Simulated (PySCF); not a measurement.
Nb⁺ (niobium, charge +1) across methods

[Kr] 4d4, high-spin 5D determinant. Computed with PySCF 2.14 in aug-cc-pwCVTZ-PP with ECP28MDF (8s8p7d4f3g, 122 functions), with scalar relativity through the core potential.

```json
{"method": "PW91", "E (hartree)": "-56.4213", "mean ε 4p α (eV)": "-41.900", "mean ε 4p β (eV)": "-39.587", "mean ε 4d α (eV)": "-10.228", "Σ⟨r²⟩ (bohr²)": "35.49", "⟨S²⟩": "6.001"}
{"method": "PBE0", "E (hartree)": "-56.3822", "mean ε 4p α (eV)": "-44.828", "mean ε 4p β (eV)": "-41.640", "mean ε 4d α (eV)": "-11.486", "Σ⟨r²⟩ (bohr²)": "35.21", "⟨S²⟩": "6.001"}
{"method": "UHF", "E (hartree)": "-55.92984", "mean ε 4p α (eV)": "-52.712", "mean ε 4p β (eV)": "-46.465", "mean ε 4d α (eV)": "-14.563", "Σ⟨r²⟩ (bohr²)": "34.45", "⟨S²⟩": "6.004"}
{"method": "PBE", "E (hartree)": "-56.3904", "mean ε 4p α (eV)": "-41.821", "mean ε 4p β (eV)": "-39.504", "mean ε 4d α (eV)": "-10.163", "Σ⟨r²⟩ (bohr²)": "35.48", "⟨S²⟩": "6.001"}
{"method": "PBEsol", "E (hartree)": "-56.2844", "mean ε 4p α (eV)": "-41.713", "mean ε 4p β (eV)": "-39.414", "mean ε 4d α (eV)": "-10.135", "Σ⟨r²⟩ (bohr²)": "35.48", "⟨S²⟩": "6.001"}
{"method": "LC-wPBE", "E (hartree)": "-56.4081", "mean ε 4p α (eV)": "-47.190", "mean ε 4p β (eV)": "-44.230", "mean ε 4d α (eV)": "-13.968", "Σ⟨r²⟩ (bohr²)": "34.62", "⟨S²⟩": "6.002"}
{"method": "LDA", "E (hartree)": "-56.2254", "mean ε 4p α (eV)": "-42.074", "mean ε 4p β (eV)": "-39.838", "mean ε 4d α (eV)": "-10.405", "Σ⟨r²⟩ (bohr²)": "36.15", "⟨S²⟩": "6.000"}
```

Energies and moments cover only the electrons outside the core potential.
